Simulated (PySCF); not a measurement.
Geometries of 3 isomers of C2H4BFO2, from PBE0-D3(BJ)/def2-SVP geometry optimisation, gas phase (PySCF 2.14.0). One conformer each, no zero-point energy, no frequencies.

Task: Which is lowest in electronic energy at this level?
A.
```xyz
10
angstrom
F     -1.643    2.321    0.499
B     -0.958    1.220    0.279
O     -1.550    0.042   -0.052
C     -0.525   -0.933   -0.122
C      0.793   -0.133   -0.022
O      0.398    1.171    0.368
H     -0.609   -1.495   -1.064
H     -0.645   -1.645    0.711
H      1.321   -0.078   -0.988
H      1.488   -0.549    0.722
```
B.
```xyz
10
angstrom
C      1.664    0.348   -0.680
C      0.632    0.679    0.099
F      0.678    1.811    0.817
B     -0.682   -0.171    0.262
O     -0.775   -1.315   -0.472
O     -1.628    0.289    1.120
H      1.617   -0.573   -1.261
H      2.553    0.980   -0.748
H     -1.589   -1.814   -0.362
H     -2.416   -0.256    1.201
```
C.
```xyz
10
angstrom
C     -1.552   -0.615   -0.241
C     -1.117    0.428    0.465
O      0.165    0.765    0.763
B      1.320    0.116    0.476
O      1.377   -1.056   -0.196
F      2.442    0.702    0.895
H     -2.627   -0.726   -0.384
H     -0.882   -1.355   -0.678
H     -1.810    1.157    0.894
H      2.281   -1.369   -0.304
```

Result: A. That is `O1CCOB1F`, 8.7 kcal/mol below the next.

| SMILES | atoms numbered as above | E (Eh) | relative (kcal/mol) | relative (kJ/mol) | dipole (D) |
| --- | --- | --- | --- | --- | --- |
| FB1OCCO1 | [F:1][B:2]1[O:3][CH2:4][CH2:5][O:6]1 | -353.26920 | 0.0 | 0.0 | 3.28 |
| C=COB(O)F | [CH2:1]=[CH:2][O:3][B:4]([OH:5])[F:6] | -353.25526 | 8.7 | 36.6 | 1.45 |
| C=C(F)B(O)O | [CH2:1]=[C:2]([F:3])[B:4]([OH:5])[OH:6] | -353.20236 | 41.9 | 175.5 | 3.74 |

As drawn, the lowest has a B–F bond, which the highest lacks; the highest has an O–H bond and a C=C bond outside aromatic rings, which the lowest lacks.
